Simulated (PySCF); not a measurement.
# NMR parameters of [CuF2]-

[CuF2]-, point group D∞h.

Geometry (Å), atoms numbered from 1 in this order:
```xyz
3

Cu    0.000    0.000    0.000
F    -0.006   -0.007    1.789
F     0.006    0.007   -1.789
```

Total charge -1.

GIAO calculations in PySCF 2.14 on the PBE0-D3(BJ)/def2-SVP structure: isolated species, non-relativistic, equivalent atoms averaged; basis pcSseg-1 (pcSseg-2 on Cu).

**Question.** Give the isotropic shieldings (ppm) with B3LYP, PBE, PBE0.

**Answer.** 
| atoms | environment | B3LYP | PBE | PBE0 |
| --- | --- | --- | --- | --- |
| Cu1 | Cu bonded to 2 F | -258 | -348 | -159 |
| F2/F3 | fluorine bonded to Cu | 588.6 | 576.9 | 587.9 |
| HOMO–LUMO gap (eV) | – | 5.96 | 3.67 | 6.46 |

**Question.** And the chemical shifts, against references computed in the same way?

**Answer.** 
```
atoms  nucleus, reference   B3LYP     PBE    PBE0
F2/F3          ¹⁹F, CFCl3  -416.7  -432.2  -410.6
```

**Question.** Which part of the shielding of Cu1 depends on the functional?

**Answer.** Diamagnetic: B3LYP 2404, PBE 2404, PBE0 2404 ppm; paramagnetic: B3LYP -2662, PBE -2752, PBE0 -2563 ppm. The diamagnetic part, set mainly by inner electrons, hardly moves; the paramagnetic part goes with low-lying magnetically allowed excitations and carries the spread.

**Question.** What couplings does PBE/pcJ-1 (pcSseg-1 on Cu) give?

**Answer.** ²J(F2,F3) = -372.5 Hz (averaged over equivalent pairs; isotopes ¹⁹F).

Unscaled 19F shifts against computed CFCl3 carry errors that often reach 10 to 50 ppm.
